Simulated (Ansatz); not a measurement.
Input file for Ansatz (an electronic-structure program): R-PBE/def2-TZVPP on aminoborane (SMILES BN), a point of a torsion scan.

Ansatz 0.2 input:
```yaml
crystal:
  periodic: [false, false, false]
  atoms:
    - {symbol: B, position_ang: [0.68045930, -0.03084733, -0.07266755]}
    - {symbol: N, position_ang: [-0.66181048, -0.14931709, -0.35903250]}
    - {symbol: H, position_ang: [1.32985836, -1.00214163, 0.01226759]}
    - {symbol: H, position_ang: [1.13544730, 1.03797712, 0.07825749]}
    - {symbol: H, position_ang: [-1.12833850, -1.02959296, -0.50233533]}
    - {symbol: H, position_ang: [-1.28665315, 0.63470373, -0.44867500]}
basis:
  gaussian:
    orbitals: def2-TZVPP
hamiltonian:
  xc: {name: PBE}
scf: {lower_state_search: off}
```

Program output:

```
WARN ansatz: RAYON_NUM_THREADS=1 ignored (pool sized by the plan → 1); use --threads N
Functional definition: PBE
these checks for a lower state are left out or cut short: stability, starts, cluster_reference, orbital_swaps, neighbouring_geometries, increment
integrals: 0.02 GiB planned
560 factors; their error is unknown
mean field: 0.26 GiB planned
mean field evaluation 1: about -2221.4152 eV, gradient 6.5e1 eV
mean field evaluation 2: about -2198.5456 eV, gradient 1.1e2 eV
mean field evaluation 4: about -2229.7955 eV, gradient 8.4e0 eV
mean field evaluation 8: about -2229.9948 eV, gradient 1.4e-2 eV
mean field evaluation 16: about -2229.9877 eV, gradient 1.7e-6 eV
mean field -2229.98773426 eV, -81.9505376942 hartree, gradient 1.7e-6 eV, S^2 0.000000; 0 other end points of the search recorded, 0 dependent functions left out
reference -2229.98776977 eV, -81.9505389990 hartree; 8, 8 occupied and 110, 110 virtual orbitals, 560 factors
Total energy: -2229.98776977 eV, -81.9505389990 hartree
Checks for a lower state left out: stability, starts, cluster_reference, orbital_swaps, neighbouring_geometries, increment
```

The calculation finished and met its thresholds.

Cost: about 1.1 core-seconds (a rough figure).
